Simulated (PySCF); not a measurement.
Job file and geometry (Å, from GFN2-xTB) of an NMR shielding run on SMILES COCBC#CC, C5H9BO, GIAO PBE0/pcSseg-1 NMR shielding, non-relativistic, gas phase (PySCF 2.14.0, density-fitted response routines); density fitting, a coarse starting grid and PySCF grid level 2 are the driver's defaults:

```
$ OMP_NUM_THREADS=1 python probes_run.py task.json out

{"job": {"kind": "nmr", "xc": "PBE0", "basis": "pcSseg-1"}, "charge": 0, "multiplicity": 1}
C      3.776859     0.561807     0.411326
C      2.400348     0.185322     0.194354
C      1.246018    -0.129566     0.015158
B     -0.175412    -0.544214    -0.189275
C     -1.183179     0.487526    -0.850606
O     -2.547620     0.085515    -0.956624
C     -3.206620     0.042720     0.276671
H      3.883958     0.981159     1.412042
H      4.085492     1.311558    -0.317252
H      4.425108    -0.310574     0.326763
H     -0.520698    -1.621594     0.113884
H     -1.138502     1.474728    -0.358094
H     -0.870292     0.661093    -1.887564
H     -3.242494     1.037692     0.743843
H     -2.719043    -0.648410     0.975287
H     -4.221521    -0.298334     0.078675
```

Question: What does the program print?

Answer: 
```
coarse grid: 13184 points
cycle   1  E = -295.4153860624  dE =  7.302e-01  |g| = 5.963e-01  |ddm| = 3.646e+00
cycle   2  E = -295.3508568495  dE =  6.453e-02  |g| = 8.355e-01  |ddm| = 1.393e+00
cycle   3  E = -295.4883186134  dE = -1.375e-01  |g| = 1.450e-01  |ddm| = 9.059e-01
cycle   4  E = -295.4922283366  dE = -3.910e-03  |g| = 7.251e-02  |ddm| = 1.568e-01
cycle   5  E = -295.4934385790  dE = -1.210e-03  |g| = 2.409e-02  |ddm| = 6.530e-02
cycle   6  E = -295.4935726647  dE = -1.341e-04  |g| = 3.421e-03  |ddm| = 2.541e-02
cycle   7  E = -295.4935753453  dE = -2.681e-06  |g| = 7.808e-04  |ddm| = 3.778e-03
final grid: 126808 points
cycle   8  E = -295.5456070257  dE = -3.146e-05  |g| = 1.116e-02  |ddm| = 3.399e-02
cycle   9  E = -295.5455883455  dE =  1.868e-05  |g| = 1.539e-02  |ddm| = 1.991e-02
cycle  10  E = -295.5456313457  dE = -4.300e-05  |g| = 1.541e-03  |ddm| = 1.206e-02
cycle  11  E = -295.5456318615  dE = -5.158e-07  |g| = 2.112e-04  |ddm| = 1.510e-03
cycle  12  E = -295.5456318613  dE =  2.145e-10  |g| = 2.108e-04  |ddm| = 2.972e-04
cycle  13  E = -295.5456318723  dE = -1.102e-08  |g| = 3.559e-05  |ddm| = 1.675e-04
cycle  14  E = -295.5456318726  dE = -3.434e-10  |g| = 7.592e-06  |ddm| = 4.021e-05
converged SCF energy = -295.5456318726

GIAO shielding tensors (ppm)
atom      isotropic    diamagn.    paramagn.     s11        s22        s33       span
  0 C      178.856     252.142     -73.286    171.930    173.278    191.360     19.430
  1 C       35.358     276.379    -241.022    -24.681      3.769    126.985    151.666
  2 C       90.750     256.023    -165.273     -4.275      0.715    275.811    280.086
  3 B       26.851     197.027    -170.176    -57.139     11.577    126.114    183.253
  4 C      103.064     251.913    -148.850     79.338     86.424    143.429     64.091
  5 O      322.961     393.520     -70.559    295.492    314.915    358.476     62.984
  6 C      125.225     245.369    -120.144     95.211     98.863    181.600     86.389
  7 H       29.297      28.542       0.755     25.048     27.514     35.329     10.280
  8 H       29.333      28.287       1.046     24.534     27.789     35.676     11.142
  9 H       29.261      26.793       2.468     24.538     27.534     35.711     11.173
 10 H       24.328      31.471      -7.143     19.082     25.804     28.099      9.016
 11 H       27.981      32.829      -4.848     23.406     27.315     33.223      9.816
 12 H       27.554      30.976      -3.422     22.659     27.283     32.719     10.060
 13 H       28.644      29.220      -0.576     25.354     26.468     34.109      8.754
 14 H       28.261      30.400      -2.139     24.670     26.805     33.307      8.637
 15 H       27.833      27.457       0.377     24.144     25.499     33.857      9.712
```

Size and cost of the density-fitted run: 164 basis functions, 46 s wall time on 1 thread of an Arm Neoverse N1, shared host; peak memory 0.73 GiB.
